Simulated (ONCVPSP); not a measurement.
# Hg (Z = 80): variants of one ONCV potential

Base potential:

mercury, optimised norm-conserving Vanderbilt (ONCV), made with ONCVPSP 4.0.1 (PBE, scalar-relativistic). Core [Kr] 4d10 4f14, reference 5s2 5p6 5d10 6s1.75 6p0.25. Waves: 5s+6s: rc 1.70 bohr, ncon 3, nbas 6, qcut 5.5 1/bohr, 2 projectors; 5p+6p: rc 1.60 bohr, ncon 4, nbas 7, qcut 10.4 1/bohr, 2 projectors; 5d: rc 2.15 bohr, ncon 4, nbas 9, qcut 6.8 1/bohr, 2 projectors, debl 0.4 Ha. Local part: polynomial inside 1.20 bohr (lpopt 5, dvloc0 0 Ha). Core correction: Teter function, fcfact 1.5, rcfact 1.35.

All-electron outer shells of the reference configuration (PBE, scalar-relativistic, ld1.x):

| shell | level (eV) | outermost node (bohr) | outermost maximum (bohr) |
| --- | --- | --- | --- |
| 4d | -349.36 | 0.20 | 0.40 |
| 5s | -118.80 | 0.47 | 0.82 |
| 4f | -96.50 | – | 0.37 |
| 5p | -67.14 | 0.51 | 0.93 |
| 5d | -10.46 | 0.55 | 1.17 |
| 6s | -7.26 | 1.08 | 2.18 |
| 6p | -1.37 | 1.28 | 3.30 |

Cutoffs, loose and tight: the cutoffs (Ha) at which the residual kinetic energy of the hardest occupied pseudo-wave falls to 1 and 0.1 mHa per electron. They do not see the model core or the augmentation charge, which bear on the density cutoff. Test errors are all-electron minus pseudo excitation energies from the reference, over the configurations 5s2 5p6 5d10 6s2 6p0; 5s2 5p6 5d10 6s1 6p0; 5s2 5p6 5d10 6s0 6p0; 5s2 5p6 5d10 6s0 6p2. A dash means not determined; rows that change the core or the reference have their own tests. The largest error is taken over the tests solved by every variant that gives reliable tests at all: 5s2 5p6 5d10 6s0 6p2; 5s2 5p6 5d10 6s1 6p0; 5s2 5p6 5d10 6s2 6p0.

A true bound ghost makes a file unfit for plane-wave use even where its test errors are small: the radial tests pick states by their node count and pass the ghost by.

```csv
change,outcome,"cutoff, loose","cutoff, tight",bound ghosts,GHOST(+) flags above zero,largest test error (meV)
base,generated,30 Ha,38 Ha,none,s,-11
"reference 5s2 5p6 5d10 6s2; wave 5p+6p: rc 1.60 bohr, ncon 4, nbas 7, qcut 10.4 1/bohr, 2 projectors becomes 5p: rc 1.60 bohr, ncon 4, nbas 7, qcut 10.4 1/bohr, 2 projectors, debl 2.2 Ha","generated, projector energies reset by the program",30 Ha,38 Ha,none,s,-1042
"core correction Teter function, fcfact 2.6, rcfact 1.35",generated,30 Ha,38 Ha,none,s,-12
"local potential polynomial inside 1.20 bohr (lpopt 5, dvloc0 -2 Ha)",generated,30 Ha,38 Ha,none,s,-11
p: qcut 11.5,generated,38 Ha,46 Ha,none,s,-12
"local potential polynomial inside 1.15 bohr (lpopt 5, dvloc0 0 Ha)",generated,30 Ha,38 Ha,none,s,-11
```

**Question.** What comes out with this change to the base: d: qcut 8.1?

**Answer.** outcome: generated; cutoff, loose: 30 Ha; cutoff, tight: 38 Ha; bound ghosts: d; GHOST(+) flags above zero: s; largest test error (meV): -11.

**Question.** What comes out with this change to the base: s: qcut 5.6; p: qcut 10.6; d: qcut 7?

**Answer.** outcome: generated; cutoff, loose: 32 Ha; cutoff, tight: 40 Ha; bound ghosts: none; GHOST(+) flags above zero: s; largest test error (meV): -11.
